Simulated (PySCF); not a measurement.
**Electron correlation in In (indium, neutral)**

[Kr] 4d10 5s2 5p1, 2P determinant. All numbers are calculated (PySCF 2.14, scalar relativity by spin-free X2C-1e, in x2c-QZVPPall with one added diffuse shell each of s, p, d, f type (14s10p8d5f1g, 128 functions)). Frozen: [Ar] 3d10; 21 electrons correlated.

MP2 pair energies summed by pair of shells (mhartree):

| pair | energy | share (%) |
| --- | --- | --- |
| 4d-4d | -331.45 | 47.9 |
| 4p-4d | -130.39 | 18.9 |
| 4d-5s | -75.53 | 10.9 |
| 4p-4p | -43.71 | 6.3 |
| 4s-4d | -30.84 | 4.5 |
| 4s-4p | -18.60 | 2.7 |
| 5s-5s | -18.40 | 2.7 |
| 4d-5p | -14.84 | 2.1 |
| 5s-5p | -13.26 | 1.9 |
| 4p-5s | -8.23 | 1.2 |
| 4s-4s | -3.81 | 0.6 |
| 4p-5p | -1.49 | 0.2 |
| 4s-5s | -0.96 | 0.1 |
| 4s-5p | -0.18 | 0.0 |

Total MP2 correlation energy: -691.72 mhartree.

Same-spin part -234.63 and opposite-spin part -457.09 mhartree; SCS-MP2 scales them by 1/3 and 6/5 to -626.72 mhartree.

This basis was not built for core-valence correlation, so the inner-shell part is incomplete.
